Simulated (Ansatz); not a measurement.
TeH₂, relaxed as a singlet with RKS PBE0-D4/def2-TZVP in Ansatz, starting from the GFN2-xTB geometry. Force threshold 0.02 eV/Å.

In the def2 sets Te takes a core potential; there is no spin–orbit coupling.

Start:

```xyz
3

Te   -0.0257    0.2763    0.7375
H    -1.0438   -0.5470   -0.2523
H     1.0694    0.2707   -0.4852
```

| step | energy (eV) | largest force component (eV/Å) | SCF passes |
| --- | --- | --- | --- |
| 1 | -7325.8168 | 0.265 | 22 |
| 2 (rejected) | -7325.8132 | 0.241 | 29 |
| 3 | -7325.8241 | 0.057 | 29 |
| 4 | -7325.8244 | 0.005 | 30 |

Force components are those of the run's own axes.

End:

```xyz
3

Te   -0.025    0.273    0.729
H    -1.077   -0.558   -0.244
H     1.102    0.285   -0.484
```

By distances, no bond broke or formed. The bond that changes most is Te1–H2, from 1.64 to 1.66 Å (atoms count from 1).

No frequencies were taken in this run, so the end may be a saddle point.

It took 16 s on 4 threads of Intel Xeon on a shared host.
